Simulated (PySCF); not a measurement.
[RuF6]-: Ru(V) (d3), charge -1. The structure is a PBE0-D3(BJ)/def2-TZVP geometry optimised for multiplicity 4; coordination octahedral, point group Oh, metal–donor distances 1.86 Å.

The d shell alone is too small an active space for [RuF6]- (an active orbital has only 0.58 squared overlap with the free ion's shell): its levels, fitted parameters, g values and moments show what this model gives and aren't sound predictions.

Method (PySCF 2.14, density fitting): CASSCF(3,5) with orbitals averaged over all microstates of the shell, strongly contracted NEVPT2 on the averaged canonical orbitals; basis x2c-TZVPall on the metal, x2c-SVPall elsewhere; spin-free X2C; IEF-PCM dichloromethane; spin-orbit coupling by state interaction with the mean-field operator over all roots.

CASSCF energies above the lowest CASSCF root:

```tsv
state	CASSCF / cm⁻¹
4A2g	0
2Eg	14092
2T1g	15253
2T2g	23424
4T2g	36429
4T1g	44986
2A1g	47492
2T2g	49021
2T1g	50025
2Eg	51944
2T1g	55368
2T2g	59752
2A2g	63226
2Eg	73215
4T1g	74680
2T1g	84874
2T2g	86652
2T1g	91621
2T2g	107471
2Eg	125090
```

**Question.** How does dynamic correlation (SC-NEVPT2) move these states?

**Answer.** 
| state | NEVPT2 / cm⁻¹ | shift / cm⁻¹ |
| --- | --- | --- |
| 4A2g | 0 | 0 |
| 2Eg | 12478 | -1614 |
| 2T1g | 12913 | -2340 |
| 2T2g | 19991 | -3433 |
| 4T2g | 38507 | +2078 |
| 4T1g | 43999 | -987 |
| 2A1g | 48329 | +836 |
| 2T2g | 48910 | -111 |
| 2T1g | 50006 | -19 |
| 2Eg | 51405 | -538 |
| 2T1g | 53064 | -2304 |
| 2T2g | 55928 | -3824 |
| 2A2g | 57475 | -5751 |
| 2Eg | 65862 | -7353 |
| 4T1g | 78020 | +3340 |
| 2T1g | 86783 | +1909 |
| 2T2g | 86635 | -17 |
| 2T1g | 90052 | -1569 |
| 2T2g | 99120 | -8352 |
| 2Eg | 125838 | +748 |

These are spin-free levels; spin-orbit coupling mixes and splits them, by more than some of the gaps here.

No frequencies were computed for the optimised geometry. Charge-transfer states lie outside this active space and may come lower than some of these levels. NEVPT2 on the d shell alone tends to put d–d bands too high for such charged or covalently bound ions.
